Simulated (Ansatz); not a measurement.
Total energies of InH2Et (C2H7In) from Ansatz at PBE-D4/def2-TZVP, gas phase (1 Eh = 27.2114 eV = 2625.5 kJ/mol). The reference geometry is relaxed at PBE-D4/def2-SVP.

```xyz
10

In   -1.4702   -1.0527   -0.0886
H    -3.0189   -0.2557   -0.3150
H    -1.3142   -2.7378   -0.5577
C     0.2552    0.0646    0.7048
C     1.0296    0.8124   -0.3901
H     0.9132   -0.6583    1.2300
H    -0.1286    0.7730    1.4682
H     1.8932    1.3745    0.0295
H     1.4433    0.1256   -1.1587
H     0.3974    1.5545   -0.9224
```

| state | geometry | energy (Eh) |
| --- | --- | --- |
| charge 0 singlet | reference | -270.43032 |
| charge 1 doublet | reference | -270.10425 |
| free In atom (doublet) | – | -190.11735 |
| free H atom (doublet) | – | -0.49962 |
| free C atom (triplet) | – | -37.79597 |

In the def2 sets In takes a core potential; there is no spin–orbit coupling.

(1) Work out the vertical ionisation energy to the doublet.

(2) What is the binding energy per atom against free atoms?

(1) E(charge 1 doublet) − E(charge 0 singlet) = -270.10425 − (-270.43032) = 0.32607 Eh = 8.87 eV. For comparison, −ε of the highest occupied level is 5.94 eV at this level, 2.93 eV less.

(2) Atoms: 1 × (-190.11735) + 7 × (-0.49962) + 2 × (-37.79597) = -269.20663 Eh. Binding: -269.20663 − (-270.43032) = 1.22369 Eh = 33.30 eV, or 3.33 eV for each of 10 atoms (no zero-point energy, no counterpoise term).
